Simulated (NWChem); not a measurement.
Program: NWChem. System: CF3, charge 0, spin multiplicity 2, at a geometry optimised with UPBE/def2-SVP. The structure started from a generated list of species. Its SCF solution wasn't tested for a lower state. Level: UB3LYP/def2-TZVP, VWN1-RPA local correlation.

The NWChem input:

```
start mol
memory heap 200 mb stack 900 mb global 1100 mb
geometry units angstroms nocenter noautoz
  F      0.632902    -0.076863     1.097041
  C      0.002078     0.327788     0.000000
  F      0.632902    -0.076863    -1.097041
  F     -1.267190    -0.064799     0.000000
  symmetry group Cs
end
basis spherical
  * library def2-tzvp
end
dft
  xc b3lyp
  odft
  mult 2
  semidirect memsize 60000000 filesize 0
  iterations 100
end
task dft energy
```

Output (cleaned and shortened):

```
             Northwest Computational Chemistry Package (NWChem) 7.3.0
             --------------------------------------------------------

                                NWChem Input Module
                                -------------------

 Scaling coordinates for geometry "geometry" by  1.889725989
 (inverse scale =  0.529177249)

 Turning off AUTOSYM since
 SYMMETRY directive was detected!

                             Geometry "geometry" -> ""
                             -------------------------

 Output coordinates in angstroms (scale by  1.889725989 to convert to a.u.)

  No.       Tag          Charge          X              Y              Z
 ---- ---------------- ---------- -------------- -------------- --------------
    1 F                    9.0000     0.63290200    -0.07686300     1.09704100
    2 C                    6.0000     0.00207800     0.32778800     0.00000000
    3 F                    9.0000     0.63290200    -0.07686300    -1.09704100
    4 F                    9.0000    -1.26719000    -0.06479900     0.00000000

 Effective nuclear repulsion energy (a.u.)     123.1318358919

            Nuclear Dipole moment (a.u.)
            ----------------------------
        X                 Y               Z
 ---------------- ---------------- ----------------
    -0.0000113384     0.0000056692     0.0000000000

      Symmetry information
      --------------------

 Group name             Cs
 Group number              2
 Group order               2
 No. of unique centers     3

      Symmetry unique atoms

     1    2    4


 Summary of "ao basis" -> "" (spherical)
 ------------------------------------------------------------------------------
       Tag                 Description            Shells   Functions and Types
 ---------------- ------------------------------  ------  ---------------------
 *                         def2-tzvp                  on all atoms

                                 NWChem DFT Module
                                 -----------------

 Summary of "ao basis" -> "ao basis" (spherical)
 ------------------------------------------------------------------------------
       Tag                 Description            Shells   Functions and Types
 ---------------- ------------------------------  ------  ---------------------
 F                         def2-tzvp                11       31   5s3p2d1f
 C                         def2-tzvp                11       31   5s3p2d1f

 Summary of "ao basis" -> "ao basis" (spherical)
 ------------------------------------------------------------------------------
       Tag                 Description            Shells   Functions and Types
 ---------------- ------------------------------  ------  ---------------------
 F                         def2-tzvp                11       31   5s3p2d1f
 C                         def2-tzvp                11       31   5s3p2d1f

      Symmetry analysis of basis
      --------------------------

        a'         73
        a"         51

            General Information
            -------------------
          SCF calculation type: DFT
          Wavefunction type:  spin polarized.
          No. of atoms     :     4
          No. of electrons :    33
           Alpha electrons :    17
            Beta electrons :    16
          Charge           :     0
          Spin multiplicity:     2
          Use of symmetry is: on ; symmetry adaption is: on
          Maximum number of iterations: 100
          AO basis - number of functions:   124
[...]
 Vector   17  Occ=0.000000D+00  E=-1.132166D-01  Symmetry=a'
              MO Center=  4.1D-03,  6.5D-01, -7.1D-15, r^2= 1.5D+00
   Bfn.  Coefficient  Atom+Function         Bfn.  Coefficient  Atom+Function
  ----- ------------  ---------------      ----- ------------  ---------------
    36      0.638217  2 C  s                 35      0.377909  2 C  s
    38      0.351730  2 C  py                41      0.287206  2 C  py
     5     -0.197148  1 F  s                 67     -0.197148  3 F  s
    98     -0.197196  4 F  s                 44      0.184777  2 C  py
     7     -0.168426  1 F  py                69     -0.168426  3 F  py

 Vector   18  Occ=0.000000D+00  E= 1.009450D-01  Symmetry=a'
              MO Center= -3.3D-03, -4.4D-01,  1.8D-15, r^2= 3.4D+00
   Bfn.  Coefficient  Atom+Function         Bfn.  Coefficient  Atom+Function
  ----- ------------  ---------------      ----- ------------  ---------------
    36      2.338468  2 C  s                  5     -0.964448  1 F  s
    67     -0.964448  3 F  s                 98     -0.964969  4 F  s
    44     -0.767809  2 C  py                41     -0.462094  2 C  py
   105     -0.422672  4 F  px                14      0.366083  1 F  pz
    76     -0.366083  3 F  pz                35      0.314569  2 C  s

 Vector   19  Occ=0.000000D+00  E= 1.332208D-01  Symmetry=a'
              MO Center=  3.2D-02,  5.4D-01,  2.1D-15, r^2= 4.1D+00
   Bfn.  Coefficient  Atom+Function         Bfn.  Coefficient  Atom+Function
  ----- ------------  ---------------      ----- ------------  ---------------
    43      1.662813  2 C  px                98      1.239421  4 F  s
     5     -0.620276  1 F  s                 67     -0.620276  3 F  s
    40      0.538915  2 C  px               105      0.409378  4 F  px
    14      0.310343  1 F  pz                76     -0.310343  3 F  pz
    37      0.241201  2 C  px               106      0.211687  4 F  py

   alpha - beta orbital overlaps
   -----------------------------

   alpha      1      2      3      4      5      6      7      8      9     10
    beta      1      2      3      4      5      6      7      8      9     10
 overlap   1.000  1.000  1.000  1.000  1.000  1.000  1.000  0.992  0.999  0.999

   alpha     11     12     13     14     15     16     17     18     19     20
    beta     11     12     13     14     15     16     17     18     19     20
 overlap   0.984  0.976  0.976  0.976  0.976  1.000  0.979  0.987  0.993  0.993

   alpha     21     22     23     24     25     26     27     28     29     30
    beta     21     22     23     24     25     26     27     28     29     30
 overlap   0.986  0.997  0.992  0.992  0.999  0.999  0.999  0.999  0.999  0.999

   alpha     31     32     33     34     35     36     37     38     39     40
    beta     31     32     33     34     35     36     37     38     39     40
 overlap   1.000  0.999  0.999  0.996  0.995  0.995  0.996  0.996  0.998  1.000

   alpha     41     42     43     44     45     46     47     48     49     50
    beta     41     42     43     44     45     47     46     48     49     50
 overlap   1.000  0.998  0.999  1.000  1.000  0.999  1.000  1.000  1.000  1.000

   alpha     51     52     53     54     55     56     57     58     59     60
    beta     51     52     54     53     55     56     57     58     59     60
 overlap   0.999  0.999  0.998  0.998  0.997  0.997  0.997  0.999  1.000  1.000

   alpha     61     62     63     64     65     66     67     68     69     70
    beta     61     62     63     64     65     66     67     68     69     70
 overlap   0.988  0.993  0.993  0.989  0.907  0.906  1.000  0.910  0.910  0.996

   alpha     71     72     73     74     75     76     77     78     79     80
    beta     71     72     73     74     75     76     77     78     79     80
 overlap   0.996  0.998  1.000  0.999  0.999  0.997  0.997  0.998  0.998  1.000

   alpha     81     82     83     84     85     86     87     88     89     90
    beta     81     82     83     84     85     86     87     88     89     90
 overlap   1.000  1.000  1.000  1.000  0.998  0.994  0.994  0.998  0.997  0.998

   alpha     91     92     93     94     95     96     97     98     99    100
    beta     91     92     93     94     95     96     97     98     99    100
 overlap   0.994  0.992  0.999  0.999  1.000  1.000  1.000  1.000  1.000  1.000

   alpha    101    102    103    104    105    106    107    108    109    110
    beta    101    102    103    104    105    106    107    108    109    110
 overlap   1.000  1.000  1.000  1.000  1.000  1.000  1.000  1.000  1.000  1.000

   alpha    111    112    113    114    115    116    117    118    119    120
    beta    111    112    113    114    115    116    117    118    119    120
 overlap   1.000  1.000  1.000  1.000  1.000  1.000  1.000  1.000  1.000  1.000

   alpha    121    122    123    124
    beta    121    122    123    124
 overlap   1.000  1.000  1.000  1.000

     --------------------------
     Expectation value of S2:
     --------------------------
      <S2> =      0.7518 (Exact =     0.7500)

 center of mass
 --------------
 x =  -0.00003823 y =  -0.00597549 z =   0.00000000

 moments of inertia (a.u.)
 ------------------
         168.989953883466           1.000764045674           0.000000000000
           1.000764045674         326.596747109387           0.000000000000
           0.000000000000           0.000000000000         168.983521810258

     Multipole analysis of the density
     ---------------------------------

     L   x y z        total         alpha         beta         nuclear
     -   - - -        -----         -----         ----         -------
     0   0 0 0     -0.000000    -17.000000    -16.000000     33.000000

     1   1 0 0      0.001196     -0.003043      0.004251     -0.000011
     1   0 1 0      0.109564     -0.517318      0.626877      0.000006
     1   0 0 1      0.000000      0.000000     -0.000000      0.000000

     2   2 0 0    -15.620964    -47.115099    -45.862722     77.356857
     2   1 1 0      0.006405      0.235189      0.244527     -0.473312
     2   1 0 1     -0.000000     -0.000000     -0.000000      0.000000
     2   0 2 0    -14.591254    -10.076711     -7.331408      2.816865
     2   0 1 1      0.000000      0.000000     -0.000000      0.000000
     2   0 0 2    -15.619714    -47.116061    -45.863552     77.359899

 Task  times  cpu:        5.5s     wall:        5.5s

 Total times  cpu:        5.5s     wall:        5.5s
```
